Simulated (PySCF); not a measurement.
Compound: C6H5NO.
Bonds: O1–C2 (double), C2–C3, C3–C4 (aromatic), C4–C5 (aromatic), C5–C6 (aromatic), C6–C7 (aromatic), C7–N8 (aromatic), C3–N8 (aromatic). Hydrogens: H9 on C2; H10 on C4; H11 on C5; H12 on C6; H13 on C7.

The geometry is computed with GFN2-xTB (gas phase).

Question: List the bond lengths, angles and torsions at this level.

Answer: 
| bond | length (Å) | order |
| --- | --- | --- |
| O1=C2 | 1.203 | double |
| C2–C3 | 1.477 | single |
| C3–C4 | 1.395 | aromatic |
| C4–C5 | 1.385 | aromatic |
| C5–C6 | 1.386 | aromatic |
| C6–C7 | 1.391 | aromatic |
| C7–N8 | 1.316 | aromatic |
| C3–N8 | 1.332 | aromatic |
| C2–H9 | 1.104 | single |
| C4–H10 | 1.079 | single |
| C5–H11 | 1.080 | single |
| C6–H12 | 1.079 | single |
| C7–H13 | 1.082 | single |

Orders are formal, as drawn. A selection of angles:
| angle | degrees |
| --- | --- |
| O1–C2–C3 | 124.9 |
| O1–C2–H9 | 122.3 |
| C3–C2–H9 | 112.8 |
| C2–C3–C4 | 121.1 |
| C2–C3–N8 | 116.0 |
| C4–C3–N8 | 122.9 |
| C3–C4–C5 | 118.4 |
| C3–C4–H10 | 119.2 |
| C5–C4–H10 | 122.3 |
| C4–C5–C6 | 118.6 |
| C4–C5–H11 | 120.7 |
| C6–C5–H11 | 120.7 |
| C5–C6–C7 | 118.5 |
| C5–C6–H12 | 121.1 |
| C7–C6–H12 | 120.4 |
| C6–C7–N8 | 123.4 |
| C6–C7–H13 | 121.0 |
| N8–C7–H13 | 115.6 |
| C3–N8–C7 | 118.2 |

Dihedral angles: O1–C2–C3–C4 0° (synperiplanar).

The 6-membered ring C3–C4–C5–C6–C7–N8 has internal angles of 118.2° to 123.4° (sum 720°, against 720° for a flat polygon); it is planar, 0.00 Å rms from its mean plane, widest ring torsion 0°. The 8 heavy atoms lie in one plane (0.001 Å rms). Of the pairs four or more bonds apart, O1···H10 is among the closest relative to their van der Waals radii: 2.61 Å, 96 % of the sum of Bondi's values. The 5 C–C bonds span 1.385 Å (C4–C5, aromatic) to 1.477 Å (C2–C3, drawn single), a spread of 0.092 Å.

Point group: Cs (tolerance 0.08 Å). Stationary, but not proved a minimum. The numbers are those of one conformer.
